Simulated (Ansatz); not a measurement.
Basis sets compared for SiMe(OAc)3 (C7H12O6Si). Charge 0, multiplicity 1. Geometry PBE-D4/def2-SVP. Ansatz on 4 threads of Arm Neoverse V1 on a shared host; times are rough, and most runs start from earlier orbitals.

```xyz
26

Si    0.0292   -0.1102    0.7389
C    -0.2095   -0.8889    2.3958
H     0.6541   -0.6716    3.0552
H    -0.3023   -1.9853    2.2710
H    -1.1287   -0.4849    2.8610
O     0.2784    1.5833    0.7817
C    -0.6738    2.3958    1.3231
C    -0.3135    3.8520    1.1858
O    -1.6843    1.9608    1.8432
H    -1.0762    4.4783    1.6793
H    -0.2434    4.1143    0.1109
H     0.6860    4.0389    1.6258
O    -1.2696   -0.2920   -0.3530
C    -1.4711   -1.5158   -0.9163
C    -2.4336   -1.4566   -2.0685
O    -0.8890   -2.5103   -0.5188
H    -2.7121   -2.4758   -2.3865
H    -1.9259   -0.9300   -2.9030
H    -3.3293   -0.8633   -1.8024
O     1.4971   -0.6850    0.1065
C     1.8329   -0.7606   -1.2171
C     3.1471   -1.4742   -1.4026
O     1.1338   -0.3219   -2.1066
H     3.4673   -1.4097   -2.4567
H     3.0184   -2.5378   -1.1158
H     3.9180   -1.0495   -0.7309
```

Binding counts from free atoms (Si triplet, C triplet, H doublet, O triplet) in the same basis, without a counterpoise term.

```csv
level,functions,energy (Eh),HOMO (eV),LUMO (eV),binding per atom (eV),wall time
PBE-D4/def2-SVP,260,-1013.4442,-6.22,-1.19,4.80,6.5 s
PBE0-D4/def2-SVP,260,-1013.4898,-8.00,-0.11,4.67,13 s
```

(1) Estimate the rows for PBE-D4/def2-TZVP, PBE0-D4/def2-TZVP (with forces).

## Answers

(1) 
```csv
level,functions,energy (Eh),HOMO (eV),LUMO (eV),binding per atom (eV),wall time
PBE-D4/def2-TZVP,512,-1014.3875,-6.41,-1.38,4.75,14 s
PBE0-D4/def2-TZVP (with forces),512,-1014.4262,-8.09,-0.24,4.62,58 s
```
